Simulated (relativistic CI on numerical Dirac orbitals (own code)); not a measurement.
Slater and spin-orbit integrals, Sc VIII

Calculated at this level of theory: Dirac-Coulomb-Breit CI, orbitals from a KLI potential per configuration, model QED (radiative potential, 1s self-energy scaled to tabulated hydrogen-like ionisation energies), unscaled Slater integrals (own radial code, finite nucleus).

Slater integrals F^k, G^k are unscaled and averaged over j, outside the closed core [Ne]; ζ comes from projecting the Hamiltonian with its Breit term on Σ l·s of the shell.

- 3s2 3p2: F^2(3p,3p) = 101200, ζ(3p) = 3634.5 cm⁻¹; <r>(3p) = 0.996, <r^2>(3p) = 1.143 (bohr units).
- 3s 3p3: F^2(3p,3p) = 101160, G^1(3s,3p) = 134230, ζ(3p) = 3627.3 cm⁻¹; <r>(3s) = 0.9694, <r^2>(3s) = 1.069, <r>(3p) = 0.9964, <r^2>(3p) = 1.144 (bohr units).
- 3s2 3p 3d: ζ(3p) = 3650.2, F^2(3p,3d) = 98039, G^1(3p,3d) = 117630, G^3(3p,3d) = 74505, ζ(3d) = 161.16 cm⁻¹; <r>(3p) = 0.997, <r^2>(3p) = 1.145, <r>(3d) = 1.004, <r^2>(3d) = 1.183 (bohr units).

Averages of the first 10 configurations, taken without configuration mixing, which lowers the lowest level and can move excited configurations by several eV; other configurations of the list can lie among them:

| Configuration | Parity | States | Average energy above the lowest level (eV) |
| --- | --- | --- | --- |
| 3s2 3p2 | even | 15 | 4.9 |
| 3s 3p3 | odd | 40 | 29.3 |
| 3s2 3p 3d | odd | 60 | 41.4 |
| 3p4 | even | 15 | 58.2 |
| 3s 3p2 3d | even | 300 | 63.7 |
| 3p3 3d | odd | 200 | 90.6 |
| 3s 3p 3d2 | odd | 540 | 99.4 |
| 3s2 3p 4s | odd | 12 | 78.4 |
| 3s2 3p 4p | even | 36 | 87.2 |
| 3s2 3d 4p | odd | 60 | 124.2 |
